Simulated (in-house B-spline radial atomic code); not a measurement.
## wB97X excitations of N VI (N5+)

Method: wB97X. Computed with an all-electron radial atomic-structure program (B-spline basis): linear response of the closed shell 1s2 with the functional's adiabatic kernel; non-relativistic, point nucleus, no spin-orbit coupling, no double excitations, S, P, D and F terms only.

Command:
```bash
python run_td.py task.json out
```
Settings (radii: box in bohr, nucleus in fm):
```
Z                        7
electrons                2
configuration            1s2
hamiltonian              nr
method                   wb97x
box_radius               16.35
intervals                47
```

Cost of the run: 0.2 s on 1 thread of Arm Neoverse N1 (shared host).

The lowest states, in the order of their Tamm-Dancoff energies; the method's threshold (minus the highest occupied level) is 522.17 eV. Labels give the largest channel, * marks a mixed state, and oscillator strengths are full-response dipole values. Semilocal kernels can invert the small singlet-triplet splittings of Rydberg terms. Energies in eV:

```
     state  full response  Tamm-Dancoff  oscillator strength
1s → 2s 3S         408.32        408.41                    -
1s → 2s 1S              ?             ?                    -
1s → 2p 3P         416.54        416.65                    -
1s → 2p 1P         420.56        420.65                0.579
1s → 3s 3S         471.26        471.29                    -
1s → 3s 1S         472.80        472.83                    -
1s → 3p 3P         473.36        473.38                    -
1s → 3p 1P              ?             ?                    ?
1s → 3d 3D         474.58        474.58                    -
1s → 3d 1D         475.08        475.08                    -
```

Where does 1s → 2s 1S lie?

At 414.85 eV in full response, 414.97 eV in Tamm-Dancoff.

Where does 1s → 3p 1P lie?

At 474.35 eV in full response, 474.38 eV in Tamm-Dancoff, oscillator strength 0.132.

How large is the singlet-triplet splitting of 1s → 2s (S terms) in Tamm-Dancoff?

6.56 eV, from the unrounded values.

What polarisabilities and dispersion coefficient does the method give?

Dipole 0.004717 bohr³, quadrupole 0.0003936 bohr⁵, C6 0.0003071 hartree·bohr⁶ for two such species.
